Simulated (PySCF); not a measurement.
AlClH2Se2, SMILES [Cl][Al]([SeH])[SeH].

The structure is a stationary point at B3LYP-D3(BJ)/def2-SVP. The structure was generated by enumeration; whether it is a known compound was not checked. One conformer was computed; it need not be the lowest.

Computed with TDA-PBE/def2-SVPD run with PySCF.

Vertical excitations.  State labels are in the subgroup C2v.

Problem. Give excitation energies, oscillator strengths and character. (Estimate from the structure and the level; the computed values follow.)

Solution. 
```tsv
state	symmetry	energy (eV)	λ (nm)	f	main pairs
S1	A2	4.41	281	0.000	HOMO→LUMO 100 %
S2	A2	4.77	260	0.000	HOMO→LUMO+2 99 %
S3	B1	4.90	253	0.049	HOMO−1→LUMO 99 %
S4	B2	4.93	251	0.042	HOMO→LUMO+1 83 %, HOMO−2→LUMO 15 %
S5	B1	5.16	240	0.002	HOMO−1→LUMO+2 97 %
S6	A1	5.45	228	0.045	HOMO−1→LUMO+1 91 %
S7	B1	5.71	217	0.023	HOMO→LUMO+3 96 %
S8	A2	5.77	215	0.000	HOMO−2→LUMO+1 97 %
S9	B2	5.85	212	0.112	HOMO−2→LUMO+2 73 %, HOMO−2→LUMO 24 %
S10	A2	6.08	204	0.000	HOMO−1→LUMO+3 84 %, HOMO→LUMO+4 13 %
T1	A2	4.19	296	0	HOMO→LUMO 99 %
T2	B2	4.34	286	0	HOMO→LUMO+1 98 %
T3	B1	4.50	275	0	HOMO−1→LUMO 97 %
T4	A2	4.54	273	0	HOMO→LUMO+2 98 %
```
Triplets are in the Tamm–Dancoff approximation.
